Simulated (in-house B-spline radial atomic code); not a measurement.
Values are calculated unless marked as measured or tabulated.
## Building a PAW d channel for Fe, r_c = 1.55 bohr

Fe, [Ar] 3d6 4s2, non-relativistic LDA (VWN5), spherical and spin-unpolarised, from an all-electron radial atomic-structure program (B-spline basis) (atomic units; all potentials screened as in the neutral atom).

Two all-electron partial waves φ1, φ2 are integrated outwards at E1 = ε(3d) = -0.295049 and E2 = E1 + 0.5 hartree; φ1 is the bound orbital and φ2 has unit norm inside r_c = 1.5455 bohr. Smooth partners are polynomials, r^3(a0 + a1 r² + a2 r⁴ + a3 r⁶), matched to φ and three derivatives at r_c, with no condition on the norm. The local potential is -9.98663 + (10.0589) r² + (-4.28637) r⁴ + (0.676209) r⁶ inside 1.2653 bohr and the all-electron one outside.

| wave | φ(r_c) | φ'(r_c) | a0 | a1 | a2 | a3 |
| --- | --- | --- | --- | --- | --- | --- |
| 1 | 0.5719954 | -0.4445544 | 1.556436 | -1.288613 | 0.3990874 | -0.04406155 |
| 2 | 0.08607711 | -1.570018 | 1.808221 | -1.679761 | 0.5316778 | -0.05914854 |

Inside r_c the overlaps are <φi φj> = [[0.79402, 0.85978], [0.85978, 1.00000]] and, for the smooth waves, [[0.32193, 0.24926], [0.24926, 0.21362]]. With χj = (Ej − T − V_local) applied to smooth wave j, the program's quadrature gives the matrix B_ij = <smooth i, χj> as [[-0.45589, -0.67835], [-0.37309, -0.56537]].

Check the match of the first wave, and find the augmentation charges q_ij.

At r_c the four terms are 5.74564, -11.36233, 8.40526, -2.21657, which sum to 0.5720, φ1(r_c) to rounding. q_ij is the all-electron overlap less the smooth one: [[0.47209, 0.61051], [0.61051, 0.78638]]. The smooth first wave has a norm of 0.3219 inside r_c against 0.7940, and q11 > 0 puts back the missing charge.

B isn't symmetric. Show that D_ij = B_ij + Ej q_ij is.

Integrating by parts gives B12 − B21 = (E1 − E2) q12: -0.67835 − (-0.37309) = -0.30526, and −0.5 × (0.61051) = -0.30526. So D12 = -0.67835 + (0.204951)(0.61051) = -0.55322 and D21 = -0.37309 + (-0.295049)(0.61051) = -0.55322; D11 = -0.59518, D22 = -0.40420. The projectors, p = (B⁻¹)ᵀ χ, are dual to the smooth waves; det B = 0.0047, small beside B11 B22, as the two smooth waves look alike inside r_c.

Solving (T + V_local + Σ p D p) ψ = E (1 + Σ p q p) ψ in a sphere of 9 bohr gives these levels:

```json
{"all-electron": "-0.295047", "one projector": "-0.295047", "two projectors": "-0.295047"}
{"all-electron": "0.108727", "one projector": "0.110723", "two projectors": "0.108727"}
{"all-electron": "0.368856", "one projector": "0.379992", "two projectors": "0.368858"}
{"all-electron": "0.770429", "one projector": "0.804959", "two projectors": "0.770481"}
{"all-electron": "1.305520", "one projector": "1.383950", "two projectors": "1.306000"}
```

What does the second projector gain?

With one projector the errors are 0.00, +2.00, +11.14, +34.53, +78.43 millihartree. With two the errors are 0.00, 0.00, 0.00, +0.05, +0.48 millihartree. The scattering is exact at E1 and at E2 = 0.205, and over all levels compared the largest error is 0.48 millihartree. The lowest eigenvalue of the overlap operator is 1 with one and 0.9387 with two projectors. The smooth orbital alone needs a cutoff of 26.2 hartree for 1 millihartree of kinetic energy, against 49.2 for a norm-conserving Troullier-Martins orbital of the same radius; part of the gain comes from giving up the norm, part from the simpler form.
